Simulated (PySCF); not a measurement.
M06-2X on P⁻ (phosphorus, charge -1), [Ne] 3s2 3p4, high-spin 3P determinant. All numbers are calculated (PySCF 2.14, the non-relativistic Hamiltonian (point nucleus), in dyall-acv3z (19s12p6d4f, 113 functions)).

```
cycle= 1 E= -341.284718969319  delta_E= -0.0106  |g|= 0.0719  |ddm|= 0.233
cycle= 2 E= -341.285118046773  delta_E= -0.000399  |g|= 0.0154  |ddm|= 0.0497
cycle= 3 E= -341.285251773264  delta_E= -0.000134  |g|= 0.0108  |ddm|= 0.0321
cycle= 4 E= -341.285320530849  delta_E= -6.88e-05  |g|= 0.00201  |ddm|= 0.0118
cycle= 5 E= -341.285335458285  delta_E= -1.49e-05  |g|= 0.000568  |ddm|= 0.01
cycle= 6 E= -341.285336282119  delta_E= -8.24e-07  |g|= 0.000105  |ddm|= 0.00272
cycle= 7 E= -341.285336295899  delta_E= -1.38e-08  |g|= 1.86e-05  |ddm|= 0.000255
cycle= 8 E= -341.285336296364  delta_E= -4.65e-10  |g|= 3.2e-06  |ddm|= 5.04e-05
converged SCF energy = -341.285336296364  <S^2> = 2.0171141  2S+1 = 3.0113878
```

Highest occupied orbital energy: 0.276 eV; ⟨L²⟩ = 2.02; populations by l: s 6.00, p 10.00, d 0.00, f 0.00.

(1) Can this result be used?

## Answers

(1) With care. Self-consistency was reached. At M06-2X the highest occupied level has a positive energy, so only the finite basis holds that electron; in a semilocal or global hybrid functional this comes from self-interaction and does not mean that the real anion is unbound.
